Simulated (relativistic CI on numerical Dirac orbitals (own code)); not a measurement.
**Calculated levels, Yb XXXIII**

These numbers are calculated, not measured: Dirac-Coulomb-Breit CI, orbitals from a KLI potential per configuration, model QED (radiative potential, 1s self-energy scaled to tabulated hydrogen-like ionisation energies), unscaled Slater integrals (own radial code, finite nucleus).

Configurations in the expansion (outside the closed core [Ar] 3d10): 4s2.4p6.4d2, 4s2.4p5.4d3, 4s2.4p6.4d.4f, 4s.4p6.4d3, 4s2.4p5.4d2.4f, 4s.4p6.4d2.4f, 4s2.4p6.4d.5s, 4s2.4p6.4f.5s, 4s2.4p6.4d.5p, 4s2.4p6.4d.5d, 4s2.4p5.4d2.5s, 4p6.4d3.4f, 4s2.4p6.4d.5f, 4s2.4p6.5s.5p, 4s2.4p6.4d.5g, 4s.4p6.4d2.5s, 4s2.4p6.4d.6s, 4s2.4p6.4d.6p, 4s2.4p6.4d.6d, 4s2.4p6.4f2, 4s2.4p5.4f3, 4s.4p6.4f3, 4p6.4d4, 4p5.4d5, 4p5.4d4.4f, 4s2.4p6.4f.5p, 4s2.4p5.4f2.5p, 4s.4p6.4f2.5p, 4s2.4p6.5s2, 4s2.4p5.4f.5s2, 4s.4p6.4f.5s2, 4s2.4p6.5p2, 4s2.4p5.4f.5p2, 4s.4p6.4f.5p2, 4p6.4d3.5s, 4p5.4d4.5s, 4p5.4d3.4f.5s. Double excitations out of closed p, d and f shells are left out; levels of such configurations are missing from the list, as are those of other unlisted configurations, and high levels can miss mixing partners. These lack a partner that the ground configuration has and come out too high: 4s2.4p5.4d2.5s, 4s.4p6.4d2.5s.

The lowest level is 4s2.4p6.4d2 3F_2, with 77 % of that term; Hund's rules for 4s2.4p6.4d2 give 3F with J = 2, in agreement.

```
No.  Configuration  Term  J   E (eV)   %  Landé g        jj configuration (%)
  1    4s2.4p6.4d2    3F  2    0.000  77    0.748                4d3/2^2 (98)
  2    4s2.4p6.4d2    3P  0    7.606  78                         4d3/2^2 (95)
  3    4s2.4p6.4d2    3F  3   12.478  99    1.080            4d3/2 4d5/2 (99)
  4    4s2.4p6.4d2    3P  2   16.172  49    1.186            4d3/2 4d5/2 (97)
  5    4s2.4p6.4d2    1G  4   17.111  56    1.104            4d3/2 4d5/2 (93)
  6    4s2.4p6.4d2    3P  1   17.331  99    1.498            4d3/2 4d5/2 (99)
  7    4s2.4p6.4d2    3F  4   28.200  56    1.139                4d5/2^2 (93)
  8    4s2.4p6.4d2    3P  2   30.596  48    1.223                4d5/2^2 (99)
  9    4s2.4p6.4d2    1S  0   40.427  78                         4d5/2^2 (95)
 10    4p5.4d3(4F)   5F°  2  141.690  27    1.126        4p3/2^3 4d3/2^3 (88)
 11    4p5.4d3(4F)   5D°  1  142.791  38    0.973        4p3/2^3 4d3/2^3 (82)
 12    4p5.4d3(4F)   5D°  0  144.747  72                 4p3/2^3 4d3/2^3 (82)
 13    4p5.4d3(2D)   3F°  3  146.312  21    1.081        4p3/2^3 4d3/2^3 (81)
 14    4p5.4d3(4P)   5D°  3  151.114  35    1.313  4p3/2^3 4d3/2^2 4d5/2 (81)
 15    4p5.4d3(4P)   5S°  2  152.575  40    1.692  4p3/2^3 4d3/2^2 4d5/2 (87)
 16    4p5.4d3(4F)   5F°  4  152.952  36    1.237  4p3/2^3 4d3/2^2 4d5/2 (87)
 17    4p5.4d3(2G)   3F°  2  154.784  41    1.038  4p3/2^3 4d3/2^2 4d5/2 (91)
 18    4p5.4d3(4F)   5D°  1  155.653  40    0.899  4p3/2^3 4d3/2^2 4d5/2 (91)
 19    4p5.4d3(4F)   5G°  5  156.156  31    1.208  4p3/2^3 4d3/2^2 4d5/2 (83)
 20    4p5.4d3(2H)   3G°  3  156.838  43    1.001  4p3/2^3 4d3/2^2 4d5/2 (91)
 21    4p5.4d3(2G)   3F°  4  156.970  33    1.196  4p3/2^3 4d3/2^2 4d5/2 (89)
 22    4p5.4d3(2G)   3H°  6  157.787  45    1.159  4p3/2^3 4d3/2^2 4d5/2 (92)
 23    4p5.4d3(4P)   3P°  0  158.123  51           4p3/2^3 4d3/2^2 4d5/2 (78)
 24    4p5.4d3(4F)   3G°  4  160.067  29    1.118  4p3/2^3 4d3/2^2 4d5/2 (86)
 25    4p5.4d3(4F)   3G°  3  160.926  22    1.187  4p3/2^3 4d3/2^2 4d5/2 (88)
 26    4p5.4d3(4P)   3D°  2  161.090  29    1.204  4p3/2^3 4d3/2^2 4d5/2 (88)
 27    4p5.4d3(2P)   3S°  1  161.186  34    1.613  4p3/2^3 4d3/2^2 4d5/2 (90)
 28    4p5.4d3(2G)   3G°  5  164.074  35    1.125  4p3/2^3 4d3/2^2 4d5/2 (86)
 29    4p5.4d3(4P)   5D°  4  164.903  40    1.222  4p3/2^3 4d3/2^2 4d5/2 (55)
 30    4p5.4d3(2H)   3G°  3  166.233  56    0.817  4p3/2^3 4d3/2^2 4d5/2 (58)
```

Energies count from the lowest computed level; ° marks odd parity. Percentages are summed over parent terms; the parents shown are those of the largest component, closed shells are left out there. Filled j subshells are mostly left out of the jj labels.

The mean weight of the leading LS term, summed over parents, in these 30 levels is 48 %, and that of the leading jj configuration (from the same eigenvectors) 87 %, so jj coupling describes them better and the LS labels are nominal.

At this charge energies of transitions that change n are usually good to better than 1 %, and those within a shell (Δn = 0) to a few per cent. Terms inside the open d or f shell come out 10 to 20 % too wide with unscaled integrals.

LS names give the leading component of a level, which can be under half, so a name can repeat, a term be missing and a line seem to break the LS rules.
